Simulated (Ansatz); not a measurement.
Reaction (substitution at a C–C bond): `OC[CH2][GeH3]` + `S[SiH2]S` → `OCS[SiH2]S` + `[CH3][GeH3]`

Calculated with Ansatz (gas phase, PBE0-D4/def2-TZVP geometries, no zero-point term in ΔE). CBS: MP2 limit from def2 TZ/QZ plus the TZ coupled-cluster correction, frozen cores. Functionals use def2-TZVPP. B3LYP here is the variant with VWN-RPA as its local correlation; programs differ in this. For Ge outer-core shells are correlated without core-valence functions, which leaves a few kJ/mol of doubt a bond. Scalar relativity is left out up to krypton. Each species was taken in one conformer, which may not be the lowest.

```tsv
level	ΔE (kJ/mol)	difference from CCSD(T)/CBS
PBE-D4	-18.4	-14.4
PBE0-D4	-11.9	-7.9
B3LYP-D4	-12.5	-8.5
ωB97X-V	-5.5	-1.5
ωB97M-V	-7.0	-3.0
PBE0	-8.3	-4.3
B3LYP	-5.9	-1.9
HF/def2-TZVPP	9.4	13.4
SCS-MP2/def2-TZVPP	-1.9	2.1
MP2/def2-QZVPP	-6.1	-2.1
CCSD(T)/CBS	-4.0	0
```

Largest T1 diagnostic among the species: 0.012.

The D4 term adds −6.6 kJ/mol with B3LYP and −3.6 kJ/mol with PBE0; it sums over pairs of atoms, weighted by their polarisabilities, and B3LYP, whose exchange is more repulsive, gets the larger term. From PBE to PBE0 (25 % exact exchange), in def2-TZVPP and without D4, ΔE moves by +6.1 kJ/mol.
